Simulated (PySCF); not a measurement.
## SbF and its ions

B97-3; basis Sb def2-TZVPPD with ECP28, F def2-TZVPPD; scalar-relativistic core potentials; PySCF 2.14. Neutral (UKS): triplet (π ↑↑), Re = 1.934 Å, ωe = 594 cm⁻¹, De = 4.17 eV, HOMO -6.37 eV, LUMO -3.14 eV.

SbF⁻ (UKS): doublet (π ↑), Re = 2.030 Å, ωe = 469 cm⁻¹, De = 1.85 eV to Sb + F⁻. The energies at the minima are -340.15923 hartree for SbF and -340.19607 for SbF⁻.

(1) Work out the adiabatic electron affinity, without and with harmonic zero-point energies (1 hartree = 27.2114 eV, 1 eV = 8065.5 cm⁻¹), and the change of the bond length.

These are scalar-relativistic numbers at best; spin–orbit coupling would shift them, the dissociation energy most. For an ion De counts to the pair picked by the measured ionisation energies or electron affinities, which need not be the lowest pair at this level. The highest Kohn–Sham level is positive in this anion. Much of that is self-interaction error, but it also means that the finite basis helps to hold the extra electron. States were picked by a PBE0 search and need not be the measured ground states.

## Answers

(1) At B97-3: 0.03684 hartree = 1.002 eV between the minima; the zero-point term (594.0 − 469.0)/2 cm⁻¹ = +0.008 eV makes it 1.010 eV. Re changes by +9.6 pm against the neutral. The electron enters a π orbital, and the longer bond of the ion fits an antibonding orbital, or a change in how ionic the bond is.
